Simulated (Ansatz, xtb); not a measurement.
## Two isomers of C5H3ClN2

Structure X: `C#Cc1cnc(Cl)[nH]1`, a singlet. Structure Y: `C#Cc1[nH]cnc1Cl`, a singlet. Both are isolated molecules in the gas phase, relaxed with B3LYP/def2-SVP.

Energies in hartree; the thermal terms are from GFN2-xTB frequencies at re-optimised GFN2-xTB minima (ideal gas, soft modes damped towards free rotors, one conformer each, 298.15 K, 1 atm) and include the zero-point energy:

```
                              X           Y
E, CCSD(T)/def2-SVP  −760.203426  −760.203975
    E, MP2/def2-SVP  −760.124493  −760.125465
  E, MP2/def2-TZVPP  −760.880265  −760.881606
  zero-point energy     0.068431     0.068523
       H(298 K) − E     0.076544     0.076627
       G(298 K) − E     0.036459     0.036507
```

Q: Correct the CCSD(T) difference for the basis set by the MP2 change, then work out ΔE, ΔE₀, ΔH and ΔG for X → Y in kcal/mol (1 Eh = 627.51 kcal/mol) and the equilibrium ratio [Y]/[X].

A: 1. Differences Y − X: CCSD(T) −0.000549, MP2 in the small set −0.000972, MP2 in the large set −0.001341 Eh.
2. ΔE = −0.000549 + (−0.001341 − (−0.000972)) = −0.000918 Eh = −0.58 kcal/mol.
3. ΔE₀ = ΔE + ΔZPE = −0.000918 + (+0.000092) Eh = −0.52 kcal/mol.
4. ΔH = ΔE + (+0.000083) Eh = −0.52 kcal/mol.
5. ΔG = ΔE + (+0.000048) Eh = −0.55 kcal/mol, so ΔS = (ΔH − ΔG)/T = +0.3 J/(mol K).
6. kT = 0.9442 mEh, so K = [Y]/[X] = exp(−ΔG/kT) = exp(+0.92) ≈ 2.5.

The two are too close for this level to say which is favoured. An error of 1 kcal/mol in ΔG would change K by a factor of 5.4. Mirror images and further conformers aren't counted.

As drawn, both hold the same kinds of bond in the same numbers.

Other levels gave ΔE = +0.7 (GFN2-xTB); −0.9 (HF/STO-3G, GFN2-xTB geometries); −0.3 (r2SCAN-D4/def2-SVP, GFN2-xTB geometries); 0.0 (B3LYP/def2-SVP); +0.4 (HF/def2-SVP); −0.6 (MP2/def2-SVP); −0.3 (CCSD(T)/def2-SVP) kcal/mol. The correlated steps freeze 12 core orbitals. Programs: Ansatz 0.2.0, xtb 6.7.1.
